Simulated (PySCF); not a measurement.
Computed shifts of a molecule C4H3Cl2F, PBE/pcSseg-1 in PySCF, GIAO, gas phase, atoms alike by connectivity averaged where their shifts nearly agree, in ppm (number of nuclei): ¹⁹F: -153.8 (1). ¹³C: 216.8 (1), 116.6 (1), 109.0 (1), 108.0 (1). ¹H: 6.85 (1), 6.67 (1), 6.45 (1). References: ¹⁹F against CFCl3 (σ = 133.6 ppm); ¹³C against TMS (σ = 182.0 ppm); ³⁵Cl against HCl (σ = 936.5 ppm); ¹H against TMS (σ = 31.49 ppm), references at their B3LYP-D3(BJ)/def2-TZVP geometries, non-relativistic (without spin–orbit terms, shifts of atoms bonded to Cl or Br come out too high). Coordinates come from a TPSSh-D3(BJ)/def2-SVP optimisation. The values are those of a single conformer.

**Question.** Pick the molecule that these values belong to.
A) C#CCC(F)(Cl)Cl
B) C=C=C(Cl)[C@H](F)Cl
C) F[C@@H](Cl)C=C=CCl
D) FC=C=CC(Cl)Cl

**Answer.** C, F[C@@H](Cl)C=C=CCl
